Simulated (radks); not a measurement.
The numbers below are computed, except where a source is named.
Fractional charge and spin in the 4p shell of rhodium: the spin-up occupation runs from 2 to 3 and the spin-down occupation from 2 to 3; the fullest corner is Rh+, [Ar] 3d10 4s2 4d(up 4, down 4) 4p(up 3, down 3). Level of theory: scalar-relativistic Kohn-Sham, PBE, spin-polarised, spherical densities, finite nucleus; Fermi nuclear charge, rms radius of each element as measured or else 0.836 A^(1/3) + 0.57 fm (a radial shooting solver on a logarithmic mesh with Libxc functionals). Energy (eV) above the fullest corner. The planes named below are the two flat planes that join the four corners, with an edge along up + down = one added electron.

down \ up,2,2.25,2.5,2.75,3
2,145.859,124.143,103.432,83.704,64.936
2.25,124.143,103.501,83.841,65.140,47.374
2.5,103.432,83.841,65.208,47.509,30.718
2.75,83.704,65.140,47.509,30.785,14.938
3,64.936,47.374,30.718,14.938,0.000

Corners above the fullest one (they belong to Rh2+ and the next ion): (up 3, down 2) 64.936 eV, (up 2, down 3) 64.936 eV, (up 2, down 2) 145.86 eV. With half an added electron in each spin the energy lies 0.272 eV from the planes, and with half an added electron in spin up alone -1.966 eV. The planes are only a guide here: the flat-plane condition holds for ground states with one frontier orbital, while this shell lies below other occupied shells, so the corners above the fullest one are inner-hole states and not the ground states of those ions.
